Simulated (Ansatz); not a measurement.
FH$_{2}$SSb, SMILES `[F][SbH][SH]`, 5 atoms. The species carries charge 0 and has multiplicity 1. Correlated methods include outer-core shells of Sb, which these sets cover unevenly. Sb takes the def2 core potential. All runs use 2 threads of an Arm Neoverse V2 on a shared host. Correlated methods freeze the cores. Open-shell runs search over several starts.

(1) Give the basis size and wall time and peak host memory of each of these runs in Ansatz. RHF-MP2/def2-QZVPP energy; UKS ωB97M-V/def2-TZVPP energy of the cation; UHF-MP2/def2-QZVPP energy of the cation; RKS ωB97M-V/def2-SVP energy; RKS ωB97M-V/def2-QZVPP energy; UKS ωB97X-V/def2-TZVPP energy of the cation; UHF-CCSD(T)/def2-TZVPP energy of the cation; RKS PBE0-D4/def2-SVP energy; RHF-CCSD(T)/def2-TZVPP energy; UKS r2SCAN-D4/def2-TZVPP energy of the cation; RKS PBE0-D4/def2-TZVP frequencies; RKS PBE-QIDH (frozen core)/def2-TZVPP energy. (Best estimate.)

Results:

(1) The calculation gave: Other jobs shared the machine, so times are rough.

```tsv
level	job	functions	wall time	peak host memory (GiB)
RKS PBE0-D4/def2-SVP	energy	68	0.9 s	0.31
RKS PBE-QIDH (frozen core)/def2-TZVPP	energy	151	3.6 s	0.31
RKS ωB97M-V/def2-SVP	energy	68	4.2 s	0.31
RHF-MP2/def2-QZVPP	energy	269	7.5 s	0.75
RKS ωB97M-V/def2-QZVPP	energy	269	12 s	0.73
UKS r2SCAN-D4/def2-TZVPP	energy of the cation	151	15 s	0.35
UKS ωB97X-V/def2-TZVPP	energy of the cation	151	28 s	0.72
RHF-CCSD(T)/def2-TZVPP	energy	151	34 s	1.1
UKS ωB97M-V/def2-TZVPP	energy of the cation	151	36 s	0.76
UHF-MP2/def2-QZVPP	energy of the cation	269	49 s	0.9
RKS PBE0-D4/def2-TZVP	frequencies	130	52 s	0.31
UHF-CCSD(T)/def2-TZVPP	energy of the cation	151	2.8 min	2.7
```
